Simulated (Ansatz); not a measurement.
Ansatz (an electronic-structure program) input (RPA@PBE/def2-TZVPP):

Ansatz 0.2 input:
```yaml
crystal:
  periodic: [false, false, false]
  atoms:
    - {symbol: Cl, position_ang: [0.35339225, -1.91509034, 1.58270808]}
    - {symbol: Sn, position_ang: [0.00000000, -0.00000000, -0.00000000]}
    - {symbol: Cl, position_ang: [-0.37414718, 2.10841442, 1.30844353]}
    - {symbol: Cl, position_ang: [-2.00598994, -0.46059413, -1.43571563]}
    - {symbol: Cl, position_ang: [2.02674487, 0.26727005, -1.45543598]}
basis:
  gaussian:
    orbitals: def2-TZVPP
hamiltonian:
  xc: pbe
total_charge: -1
magnetization: {spin_polarized: true, initial_magnetization: 1}
correlation: {method: rpa, electrons: outside_noble_gas}
```

Output:

```
Functional definition: PBE
integrals: 0.54 GiB planned
1458 factors; integrals over basis functions are off by at most 9.2e-4 eV
mean field: 1.01 GiB planned
mean field evaluation 1: about -55909.9588 eV, gradient 1.3e1 eV
mean field evaluation 2: about -55909.9529 eV, gradient 1.3e1 eV
mean field evaluation 4: about -55910.8313 eV, gradient 2.2e0 eV
mean field evaluation 8: about -55910.8470 eV, gradient 4.6e-2 eV
mean field evaluation 16: about -55910.8470 eV, gradient 1.1e-6 eV
mean field -55910.84700931 eV, -2054.6857298587 hartree, gradient 5.7e-6 eV, S^2 0.750903; 0 other end points of the search recorded, 0 dependent functions left out
29 core orbitals not correlated
reference -55826.23977946 eV, -2051.5764715107 hartree; 17, 16 occupied and 172, 173 virtual orbitals, 1458 factors
Total energy: -55864.62345559 eV, -2052.9870455912 hartree
```
